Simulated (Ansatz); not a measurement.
CuI, triplet, geometry from GFN2-xTB (such geometries of metal compounds can be far from the true shape) (the multiplicity is a formal guess) (core potentials on I); B3LYP/def2-SVP run with Ansatz (a program for electronic structure).

Here is a job for Ansatz.
Ansatz 0.2 input:
```yaml
crystal:
  periodic: [false, false, false]
  atoms:
    - {symbol: Cu, position_ang: [-0.00000000, -0.00000000, -1.62833231]}
    - {symbol: I, position_ang: [0.00000000, 0.00000000, 0.89097428]}
basis:
  gaussian:
    orbitals: def2-SVP
hamiltonian:
  xc: b3lyp
magnetization: {spin_polarized: true, initial_magnetization: 2}
```

The log (banner, timings and long lists left out):

```
Functional definition: B3LYP
682 factors; integrals over basis functions are off by at most 6.2e-4 eV
mean field evaluation 1: about -52733.3059 eV, gradient 3.3e1 eV
mean field evaluation 2: about -52598.4418 eV, gradient 2.1e2 eV
mean field evaluation 4: about -52734.0219 eV, gradient 2.8e1 eV
mean field evaluation 8: about -52734.0569 eV, gradient 2.8e1 eV
mean field evaluation 16: about -52737.8482 eV, gradient 4.7e-2 eV
mean field evaluation 32: about -52737.8487 eV, gradient 5.0e-6 eV
mean field -52737.84865098 eV, -1938.0801909258 hartree, gradient 1.7e-7 eV, S^2 2.003575; 4 other end points of the search recorded, 0 dependent functions left out
reference -52737.84885065 eV, -1938.0801982635 hartree; 28, 26 occupied and 29, 31 virtual orbitals, 682 factors
Total energy: -52737.84885065 eV, -1938.0801982635 hartree
```
